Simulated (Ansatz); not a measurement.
C2H7FO2Si (`CO[SiH](F)OC`), relaxed with RKS PBE-D4/def2-SVP in Ansatz 0.2.0 from a rough embedded geometry. The force threshold is 0.03 eV/Å; the program also tests the step.

The species carries charge 0 and has multiplicity 1.

Start:

```xyz
13

C    -0.592   -0.711    2.151
O    -0.644    0.064    0.928
Si    0.797    0.436    0.147
F     1.550   -0.829   -0.114
O     0.481    1.210   -1.280
C    -0.207    0.466   -2.304
H     0.000   -0.217    2.888
H    -0.153   -1.678    1.869
H    -1.629   -0.884    2.453
H     1.568    1.330    1.031
H     0.353   -0.437   -2.593
H    -0.342    1.115   -3.172
H    -1.183    0.134   -2.004
```

```
step  energy (eV)  largest force (eV/Å)  largest move (Å)
   1  -16856.2027                 6.431             0.000
   2  -16856.6333                 3.443             0.107
   3  -16856.8030                 0.635             0.123
   4  -16856.8153                 0.192             0.101
   5  -16856.8198                 0.098             0.037
   6  -16856.8208                 0.050             0.020
   7  -16856.8220                 0.059             0.042
   8  -16856.8231                 0.094             0.070
   9  -16856.8239                 0.051             0.014
  10  -16856.8252                 0.035             0.047
  11  -16856.8258                 0.059             0.058
  12  -16856.8261                 0.037             0.013
  13  -16856.8264                 0.017             0.023
```

End:

```xyz
13

C    -0.658   -0.718    2.040
O    -0.488    0.089    0.887
Si    0.962    0.460    0.164
F     1.844   -0.921    0.124
O     0.641    1.030   -1.350
C    -0.290    0.457   -2.259
H    -0.363   -0.177    2.968
H    -0.066   -1.658    1.982
H    -1.731   -0.986    2.129
H     1.770    1.492    0.865
H     0.144   -0.430   -2.771
H    -0.539    1.215   -3.029
H    -1.227    0.148   -1.747
```

It took 52 s on 2 threads of an AMD EPYC 7R13 on a shared host and a share of an NVIDIA H100 80 GB, with 0.82 GiB of host memory at the peak.
